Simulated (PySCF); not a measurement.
H₄B₃O₃ (SMILES B1OB[OH+]BO1), charge +1, singlet, geometry from GFN2-xTB, atoms displaced at random by about 0.03 Å a coordinate; HF/STO-3G, gradient by finite differences run with PySCF.

PySCF was given this input:
```python
from pyscf import gto, scf

mol = gto.M(
    atom='''
B    -0.92054756    1.03474417   -0.24983867
O    -1.36072782   -0.26323559   -0.02604840
B    -0.60163289   -1.29232897    0.14279808
O     0.83093907   -0.93921802    0.21236562
B     1.33025604    0.41517901    0.07483553
O     0.43584453    1.30295591   -0.20561998
H    -1.70296748    1.90865305   -0.49525256
H    -0.87690546   -2.37710825    0.33060663
H     1.45211529   -1.68385411    0.38253788
H     2.49261705    0.60036152    0.04160326
''',
    basis='sto-3g',
    charge=1,
    verbose=4,
)

mf = scf.RHF(mol)
mf.conv_tol = 1e-11
mf.kernel()
scan, done = mf.as_scanner(), []
scan.scf_summary = {}
def energy(d):
    c = mol.atom_coords()
    c[4, 2] += d
    e = scan(mol.set_geom_(c, unit='Bohr', inplace=False))
    done.append(scan.converged)
    return e
h = 1e-5
fd = (energy(h) - energy(-h)) / (2 * h)
print('dE/dx =', fd)
```

It wrote (shortened):

```
PySCF version 2.14.0

[INPUT] verbose = 4
[INPUT] num. atoms = 10
[INPUT] num. electrons = 42
[INPUT] charge = 1
[INPUT] spin (= nelec alpha-beta = 2S) = 0
[INPUT] symmetry False subgroup None
[INPUT] Mole.unit = angstrom
[INPUT] Symbol           X                Y                Z      unit          X                Y                Z       unit  Magmom
[...]
nuclear repulsion = 212.122362659442
number of shells = 22
number of NR pGTOs = 102
number of NR cGTOs = 34
basis = sto-3g
ecp = {}

******** <class 'pyscf.scf.hf.RHF'> ********
method = RHF
initial guess = minao
damping factor = 0
level_shift factor = 0
DIIS = <class 'pyscf.scf.diis.CDIIS'>
diis_start_cycle = 1
diis_space = 8
diis_damp = 0
SCF conv_tol = 1e-11
SCF conv_tol_grad = None
SCF max_cycles = 50
direct_scf = True
direct_scf_tol = 1e-13
Set gradient conv threshold to 3.16228e-06
Initial guess from minao.
init E= -298.943420728333
[...]
cycle= 1 E= -296.980053795635  delta_E= 1.96  |g|= 0.633  |ddm|= 3.95
[...]
cycle= 2 E= -297.109783256918  delta_E= -0.13  |g|= 0.236  |ddm|= 1.03
[...]
cycle= 3 E= -297.125104566217  delta_E= -0.0153  |g|= 0.0443  |ddm|= 0.299
[...]
cycle= 4 E= -297.126046346821  delta_E= -0.000942  |g|= 0.0103  |ddm|= 0.0844
[...]
cycle= 5 E= -297.126085778753  delta_E= -3.94e-05  |g|= 0.00221  |ddm|= 0.0162
[...]
cycle= 6 E= -297.126089702431  delta_E= -3.92e-06  |g|= 0.000476  |ddm|= 0.0063
[...]
cycle= 7 E= -297.126089877792  delta_E= -1.75e-07  |g|= 0.000118  |ddm|= 0.00128
[...]
cycle= 8 E= -297.126089886168  delta_E= -8.38e-09  |g|= 2.2e-05  |ddm|= 0.000297
[...]
cycle= 9 E= -297.126089886446  delta_E= -2.78e-10  |g|= 6.33e-06  |ddm|= 4.69e-05
[...]
cycle= 10 E= -297.126089886467  delta_E= -2.03e-11  |g|= 2.2e-06  |ddm|= 1.18e-05
[...]
cycle= 11 E= -297.126089886469  delta_E= -2.61e-12  |g|= 4.63e-07  |ddm|= 4.29e-06
[...]
Extra cycle  E= -297.12608988647  delta_E= -9.09e-13  |g|= 1.86e-07  |ddm|= 7.63e-07
converged SCF energy = -297.12608988647
Create scanner for <class 'pyscf.scf.hf.RHF'>

WARN: Mole.unit (angstrom) is changed to Bohr

New geometry
   1 B     -0.920547560000   1.034744170000  -0.249838670000 AA   -1.739582773037   1.955383090290  -0.472126661626 Bohr
   2 O     -1.360727820000  -0.263235590000  -0.026048400000 AA   -2.571402909876  -0.497443171338  -0.049224341983 Bohr
   3 B     -0.601632890000  -1.292328970000   0.142798080000 AA   -1.136921389631  -2.442147816141   0.269849262314 Bohr
[...]
SCF conv_tol = 1e-11
SCF conv_tol_grad = None
SCF max_cycles = 50
direct_scf = True
direct_scf_tol = 1e-13
Set gradient conv threshold to 3.16228e-06
init E= -297.12608905725
[...]
cycle= 1 E= -297.126089758825  delta_E= -7.02e-07  |g|= 1.54e-06  |ddm|= 7.78e-06
[...]
cycle= 2 E= -297.126089758827  delta_E= -1.71e-12  |g|= 5.29e-07  |ddm|= 2.75e-06
[...]
Extra cycle  E= -297.126089758827  delta_E= 1.14e-13  |g|= 2e-07  |ddm|= 9.63e-07
converged SCF energy = -297.126089758827

WARN: Mole.unit (angstrom) is changed to Bohr

New geometry
   1 B     -0.920547560000   1.034744170000  -0.249838670000 AA   -1.739582773037   1.955383090290  -0.472126661626 Bohr
   2 O     -1.360727820000  -0.263235590000  -0.026048400000 AA   -2.571402909876  -0.497443171338  -0.049224341983 Bohr
   3 B     -0.601632890000  -1.292328970000   0.142798080000 AA   -1.136921389631  -2.442147816141   0.269849262314 Bohr
   4 O      0.830939070000  -0.939218020000   0.212365620000 AA    1.570247268501  -1.774864829056   0.401312860073 Bohr
   5 B      1.330256040000   0.415179010000   0.074830238228 AA    2.513819591148   0.784574621568   0.141408656087 Bohr
   6 O      0.435844530000   1.302955910000  -0.205619980000 AA    0.823626794590   2.462229822283  -0.388565447939 Bohr
   7 H     -1.702967480000   1.908653050000  -0.495252560000 AA   -3.218142136241   3.606831531316  -0.935891700890 Bohr
   8 H     -0.876905460000  -2.377108250000   0.330606630000 AA   -1.657111156536  -4.492083560944   0.624755985665 Bohr
   9 H      1.452115290000  -1.683854110000   0.382537880000 AA    2.744100199393  -3.182023101623   0.722891825472 Bohr
  10 H      2.492617050000   0.600361520000   0.041603260000 AA    4.710363557921   1.134518848528   0.078618767289 Bohr

******** <class 'pyscf.scf.hf.RHF_Scanner'> ********
method = RHF_Scanner
initial guess = minao
damping factor = 0
level_shift factor = 0
DIIS = <class 'pyscf.scf.diis.CDIIS'>
diis_start_cycle = 1
diis_space = 8
diis_damp = 0
SCF conv_tol = 1e-11
SCF conv_tol_grad = None
SCF max_cycles = 50
direct_scf = True
direct_scf_tol = 1e-13
Set gradient conv threshold to 3.16228e-06
init E= -297.126091417058
[...]
cycle= 1 E= -297.126090014089  delta_E= 1.4e-06  |g|= 3.03e-06  |ddm|= 1.52e-05
[...]
cycle= 2 E= -297.126090014094  delta_E= -4.32e-12  |g|= 1.03e-06  |ddm|= 5.37e-06
[...]
Extra cycle  E= -297.126090014094  delta_E= 2.27e-13  |g|= 3.89e-07  |ddm|= 1.88e-06
converged SCF energy = -297.126090014094
dE/dx = 0.012763325685227754
```
